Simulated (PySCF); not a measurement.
# (LiF)4 ring: computed shieldings and shifts

(LiF)4 ring, F4Li4.

Bonds: Li1-F2 1.676 Å, Li1-F8 1.676 Å, F2-Li3 1.677 Å, Li3-F4 1.677 Å, F4-Li5 1.676 Å, Li5-F6 1.676 Å, F6-Li7 1.676 Å, Li7-F8 1.676 Å.

GIAO calculations in PySCF on the PBE0-D3(BJ)/def2-SVP structure: isolated species, non-relativistic, equivalent atoms averaged; basis pcSseg-1.

(1) Give the isotropic shieldings (ppm) with KT2, PBE0.

(2) And the chemical shifts, against references computed in the same way?

(3) Which part of the shielding of F2/F4/F6/F8 depends on the functional?

(4) What couplings does B3LYP/pcJ-1 give?

## Answers

(1) 
```csv
atoms,environment,KT2,PBE0
F2/F4/F6/F8,fluorine bonded to 2 Li,433.9,434.9
Li1/Li3/Li5/Li7,lithium bonded to 2 F,89.9,90.2
HOMO–LUMO gap (eV),–,6.72,9.17
```

(2) 
| atoms | nucleus, reference | KT2 | PBE0 |
| --- | --- | --- | --- |
| F2/F4/F6/F8 | ¹⁹F, CFCl3 | -295.3 | -257.6 |

(3) Diamagnetic: KT2 470, PBE0 471 ppm; paramagnetic: KT2 -36, PBE0 -37 ppm.

(4) ¹J(Li1,F2) = 163.4, ²J(F2,F4) = 7.4 Hz (averaged over equivalent pairs; isotopes ⁷Li, ¹⁹F).

Unscaled 19F shifts against computed CFCl3 carry errors that often reach 10 to 50 ppm.
